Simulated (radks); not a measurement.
Initial-state core-level shifts of neutral terbium when its valence configuration changes from [Xe] 4f9 6s2. Calculated with a radial shooting solver on a logarithmic mesh with Libxc functionals: scalar-relativistic Kohn-Sham, LDA (Slater exchange, Perdew-Wang correlation), spin-unpolarised, spherical densities, finite nucleus; Fermi nuclear charge, rms radius 5.06 fm. Shifts are changes of the shell-averaged eigenvalues in eV (positive: less bound); the change of the density at the nucleus, which sets a Mossbauer isomer shift, is in e/bohr^3, on a base of 7.174e+05.

| valence | 1s | 3s | 4s | 4d | density at nucleus |
|---|---|---|---|---|---|
| 4f7 6s2 6p2 | -20.871 | -23.954 | -22.877 | -21.980 | +111.70 |
| 4f8 6s2 6p1 | -9.621 | -10.943 | -10.577 | -10.213 | +50.43 |
| 4f9 6s1 6p1 | -1.416 | -1.384 | -1.394 | -1.403 | -24.30 |
| 4f8 5d1 6s2 | -6.414 | -7.716 | -7.333 | -6.948 | +35.96 |
| 4f8.5 5d0.5 6s2 | -3.083 | -3.679 | -3.523 | -3.351 | +17.17 |
| 4f8.5 6s2 6p0.5 | -4.557 | -5.155 | -5.012 | -4.854 | +23.47 |
| 4f9 5d1 6s1 | +0.760 | +0.775 | +0.797 | +0.818 | -28.84 |
| 4f9 5d0.5 6s1.5 | +0.456 | +0.462 | +0.474 | +0.485 | -15.14 |
